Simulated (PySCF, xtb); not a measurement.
B(F)(Cl)(NMe2) (C₂H₆BClFN), SMILES N(C)(C)B(F)Cl.

GFN2-xTB (xtb) at its own geometry gives an orbital gap of 5.76 eV and a dipole moment of 3.93 D.

Geometry: B3LYP-D3(BJ)/def2-SVP. One conformer was computed; it need not be the lowest.

Task: What does PBE/def2-TZVP in PySCF give? (Estimate from the structure and the level; the computed values follow.)

Result: gap 6.04 eV (levels -6.15 and -0.11 eV), dipole 2.89 D.
